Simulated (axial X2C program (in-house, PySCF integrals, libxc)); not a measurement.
## CaBr⁺: from Re and ωe to a spectrum

A bond curve at the CCSD(T) level, 2c, was computed with an axial X2C code built on PySCF integrals (basis Br dyall-cv3z [8s9p6d4f1g], Ca dyall-cv3z [11s12p6d4f] (cores contracted in-house)) for the state Ω = 0 (closed shell). Its fit gives Re = 2.5341 Å, ωe = 335.9 cm⁻¹, ωexe = 0.758 cm⁻¹ and αe = 3.377e-04 cm⁻¹; the masses are 78.9183 and 39.9626 u. Two-component means X2C with spin–orbit coupling and atomic mean-field Coulomb and Gaunt terms.

Correlated methods: 8 electrons correlated (number of frozen shells: Br 3 s, 2 p, 1 d; Ca 3 s, 2 p), 266 virtual spin orbitals or spinors in MP2, 78 natural virtuals in coupled cluster.

Q: Find the reduced mass, Be and the force constant.

A: From the CCSD(T) values: μ = 26.5289 u. Be = 16.8576/(μ Re²) = 0.09895 cm⁻¹. k = 5.8918×10⁻⁷ μ ωe² = 1.76 mdyn/Å.

Q: Where do the fundamental and the first overtone lie?

A: ν(1←0) = ωe − 2ωexe = 334.4 cm⁻¹; ν(2←0) = 2ωe − 6ωexe = 667.3 cm⁻¹.

Q: A Morse curve ties αe to the other constants (Pekeris). How well does that hold?

A: αe(Morse) = 6Be²/ωe × (√(ωexe/Be) − 1) = 3.092e-04 cm⁻¹; the CCSD(T) curve gives 3.377e-04 cm⁻¹, a ratio of 0.92.

Q: Estimate the centrifugal constant by the Kratzer relation.

A: D = 4Be³/ωe² = 3.44e-08 cm⁻¹.

Q: Estimate De from a Morse curve and compare with the computed well depth of 3.487 eV to Br + Ca+.

A: De(Morse) = ωe²/(4ωexe) = 4.614 eV against 3.487 eV computed, a ratio of 1.32. The extrapolation overshoots: the well softens faster than a Morse curve, or the lowest atomic limit lies below the one to which the curve heads.

One determinant describes the state; a PBE0 search over occupations chose it and may have missed a lower one. Dissociation energies refer to the lowest single-determinant-based atoms at the same level and basis. CCSD and (T) use frozen natural virtuals with an MP2 correction for the truncation; (T) itself is uncorrected, so its De runs slightly low. The outer-core s and p shells of the metal are frozen in the correlated rows, which leaves out core–valence correlation; for alkali and alkaline-earth bonds that tends to lengthen them. With the outer-core shells frozen, correlated bond lengths of heavy atoms tend to come out a few hundredths of an ångström too long.
